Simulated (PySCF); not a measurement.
Adding and removing an electron: GeF

UHF-SCS-MP2; Ge def2-TZVPPD, F def2-TZVPPD; no relativity (PySCF 2.14). Neutral (UHF): doublet (π ↑), Re = 1.760 Å, ωe = 661 cm⁻¹, De = 5.33 eV.

GeF⁺ (RHF): singlet (closed shell), Re = 1.676 Å, ωe = 813 cm⁻¹, De = 5.81 eV to Ge⁺ + F. The energies at the minima are -2175.29601 hartree for GeF and -2175.02817 for GeF⁺.

(1) Work out the adiabatic ionisation energy, without and with harmonic zero-point energies (1 hartree = 27.2114 eV, 1 eV = 8065.5 cm⁻¹), and the change of the bond length.

GeF⁻ (UHF): triplet (π ↑↑), Re = 1.874 Å, ωe = 486 cm⁻¹, De = 2.66 eV to Ge + F⁻. The energies at the minima are -2175.29601 hartree for GeF and -2175.32266 for GeF⁻.

(2) Work out the adiabatic electron affinity, without and with harmonic zero-point energies (1 hartree = 27.2114 eV, 1 eV = 8065.5 cm⁻¹), and the change of the bond length.

Correlated steps freeze 10 core orbitals. Spin–orbit coupling is left out. For an ion De counts to the pair picked by the measured ionisation energies or electron affinities, which need not be the lowest pair at this level. Where the molecule has an RHF reference, its open-shell atoms are computed with UHF. States were picked by a PBE0 search and need not be the measured ground states.

Neutral and ion stand on different kinds of reference determinant, which adds to the error of the difference.

Results:

(1) At SCS-MP2: 0.26784 hartree = 7.288 eV between the minima; the zero-point term (813.0 − 661.0)/2 cm⁻¹ = +0.009 eV makes it 7.298 eV. Re changes by -8.4 pm against the neutral. The electron leaves a π orbital, and the shorter bond of the ion fits an antibonding orbital, or a change in how ionic the bond is.

(2) At UHF-SCS-MP2: 0.02665 hartree = 0.725 eV between the minima; the zero-point term (661.0 − 486.0)/2 cm⁻¹ = +0.011 eV makes it 0.736 eV. Re changes by +11.4 pm against the neutral. The electron enters a π orbital, and the longer bond of the ion fits an antibonding orbital, or a change in how ionic the bond is.
